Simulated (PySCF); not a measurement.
A mixed set of molecules.

All values: CAM-B3LYP/def2-SVPD (PySCF) at PBE0-D3(BJ)/def2-SVP geometries, gas phase, one conformer each. Core orbitals are frozen in the response; Δα² is half the sum of the squared differences of the principal polarisabilities. The calculation is non-relativistic, for germanium too. Dipoles and anisotropies that the point group forbids are given as zero.

(1) Rank by mean static polarisability, lowest first.
A. `[GeH3][GeH3]`
B. `CC(C)CCCF`
C. `BC#CC#C`
D. `C=C[C]1=CC(F)=[CH][Ge@H]1[CH3]`
E. `C#CCC#CC(C)=O`
F. `C=[C](F)[Ge@H]1[CH]=CC=[C]1C`

(2) Rank by HOMO energy, lowest first.
A. `CC(C)CCCF`
B. `[C]1(C=C)[Ge@H]([CH3])[CH]=C(F)C=1`
C. `[GeH3][GeH3]`
D. `[CH]1=CC=[C]([Ge@H]1[C](=C)F)C`
E. `BC#CC#C`
F. `C#CCC#CC(C)=O`

(3) Rank by polarisability anisotropy Δα, lowest first.
A. `C#CCC#CC(C)=O`
B. `[CH2:1]=[CH:2][C:3]1=[CH:4][C:5]([F:6])=[CH:7][Ge@H:8]1[CH3:9]` with C1–C2–C3–C4 178°
C. `[GeH3][GeH3]`
D. `BC#CC#C`
E. `[CH3:1][CH:2]([CH3:3])[CH2:4][CH2:5][CH2:6][F:7]` with C1–C2–C4–C5 -61°, C2–C4–C5–C6 -172°, C4–C5–C6–F7 62°
F. `[CH2:1]=[C:2]([F:3])[Ge@H:4]1[CH:5]=[CH:6][CH:7]=[C:8]1[CH3:9]` with C1–C2–Ge4–C5 129°

Results:

(1) A (10.25 Å³), C (10.48 Å³), B (11.26 Å³), E (12.62 Å³), F (16.51 Å³), D (17.17 Å³).

(2) A (-10.32 eV), C (-9.43 eV), F (-9.27 eV), E (-8.73 eV), D (-7.79 eV), B (-7.54 eV).

(3) E (2.30 Å³), C (3.23 Å³), F (7.29 Å³), A (8.34 Å³), B (8.94 Å³), D (13.95 Å³).

All values together:

```
                        SMILES  formula  μ (D)  HOMO (eV)  LUMO (eV)  α (Å³)  Δα (Å³)  electrons  α per electron (Å³)  ΔSCF removal energy (eV)
                 C#CCC#CC(C)=O    C7H6O   3.32      -9.27      -0.48   12.62     8.34         56                0.225                      9.93
  C=[C](F)[Ge@H]1[CH]=CC=[C]1C  C7H9FGe   1.24      -7.79      -0.32   16.51     7.29         92                0.179                      8.35
                     CC(C)CCCF   C6H13F   1.80     -10.32       1.36   11.26     2.30         58                0.194                     11.03
C=C[C]1=CC(F)=[CH][Ge@H]1[CH3]  C7H9FGe   1.96      -7.54      -0.80   17.17     8.94         92                0.187                      8.10
                  [GeH3][GeH3]    Ge2H6   0.00      -9.43       0.70   10.25     3.23         70                0.146                     10.36
                       BC#CC#C    C4H3B   1.35      -8.73      -1.80   10.48    13.95         32                0.328                      9.61
```

Conformers: `[CH2:1]=[C:2]([F:3])[Ge@H:4]1[CH:5]=[CH:6][CH:7]=[C:8]1[CH3:9]` with C1–C2–Ge4–C5 129°; `[CH3:1][CH:2]([CH3:3])[CH2:4][CH2:5][CH2:6][F:7]` with C1–C2–C4–C5 -61°, C2–C4–C5–C6 -172°, C4–C5–C6–F7 62°; `[CH2:1]=[CH:2][C:3]1=[CH:4][C:5]([F:6])=[CH:7][Ge@H:8]1[CH3:9]` with C1–C2–C3–C4 178°.

Question: By how much does the ΔSCF value exceed −ε(HOMO) over the species that have both?

Answer: By 0.56 to 0.94 eV, 0.72 eV on average, over 6 species.
